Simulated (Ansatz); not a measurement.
This geometry of AlBrClH3 (6 atoms, charge 0, multiplicity 1) is a first-order saddle point.

The calculation used Ansatz 0.2.0, RKS PBE-D4/def2-SVP.

```xyz
6
Properties=species:S:1:pos:R:3
Al 0.013 -0.223 0.053
Cl 0.007 0.191 2.314
H 1.430 0.108 -0.584
H -1.425 0.022 -0.574
Br 0.093 -2.655 0.837
H 0.060 -1.471 1.970
```

Problem. Which two structures does it join? (They come from a converged band through this point; their orientation in space is the band's.)

Solution. Bonds broken: Br5–H6. Bonds formed: Cl2–H6.

Image 0:

```xyz
6
Properties=species:S:1:pos:R:3
Al 0.010 -0.077 0.101
Cl 0.005 0.373 2.257
H 1.423 0.098 -0.605
H -1.419 0.003 -0.592
Br 0.096 -2.696 0.863
H 0.062 -1.729 1.993
```

Image 8:

```xyz
6
Properties=species:S:1:pos:R:3
Al 0.019 -0.423 -0.086
Cl 0.010 0.121 2.396
H 1.422 0.144 -0.570
H -1.421 0.053 -0.561
Br 0.094 -2.691 0.622
H 0.053 -1.232 2.215
```

Problem. How far does it lie above each of them?

Solution. 0.017 eV above the first and 0.045 eV above the second. This is the barrier of this one path; another mechanism may lie lower. The orbitals stay closed-shell, which can raise the energy where a bond breaks towards radicals; this wasn't checked here.

Time of the run: 2.1 min on 1 thread of Arm Neoverse V1, with other jobs on the host, peak memory 0.12 GiB.
